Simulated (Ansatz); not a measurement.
`CC[CH2][GeH3]` → `CCC` + `[GeH2]` at 298.15 K and 1 bar (germylene formation by 1,1-elimination).

Isolated molecules relaxed with PBE0-D4/def2-TZVP in Ansatz; ΔE leaves out vibrations. CCSD(T)/CBS is the MP2 limit (def2-TZVPP, def2-QZVPP) plus CCSD(T) − MP2 in def2-TZVPP, frozen cores. For Ge outer-core shells are correlated without core-valence functions, which leaves a few kJ/mol of doubt a bond. Scalar relativity is left out up to krypton. One conformer a species, not always the lowest.

```csv
species,CCSD(T)/CBS energy (Eh),H − E (kJ/mol),S (J/(mol·K))
`CC[CH2][GeH3]`,-2196.28659,327.5,343.2
`CCC`,-118.98051,285.9,268.4
`[GeH2]`,-2077.24753,38.7,220.4
```

H − E and S are ideal-gas, rigid-rotor, harmonic terms from PBE0-D4/def2-TZVP, for one conformer and one mirror image of each species. 1 Eh = 2625.50 kJ/mol, R = 8.31446 J/(mol·K).

Task: By hand: ΔE, ΔH, ΔS and ΔG.

Result: ΔE = (-118.98051) + (-2077.24753) − (-2196.28659) = 0.05855 Eh = 153.7 kJ/mol. Δ(H − E) = 285.9 + 38.7 − 327.5 = -2.9, so ΔH = 150.8 kJ/mol. ΔS = 268.4 + 220.4 − 343.2 = 145.6 J/(mol·K). ΔG = 150.8 − 298.15 × (145.6)/1000 = 107.4 kJ/mol.

Task: By hand: the equilibrium constant, and the temperature at which ΔG would vanish if ΔH and ΔS stayed fixed.

Result: log₁₀ K = −ΔG/(RT ln 10) = -18.8. ΔG = 0 at ΔH/ΔS = 1036 K.

The number of gas molecules changes by +1, which sets the sign of ΔS. A doubt of 5 kJ/mol in ΔE shifts log₁₀ K by 0.9 here. Other conformers and mirror images would add mixing entropy, several J/(mol·K) or more a flexible species. These are equilibria of isolated gas molecules and say nothing of rates. Largest T1 diagnostic: 0.012 (customary marks: 0.02 for closed shells, 0.045 for open ones).
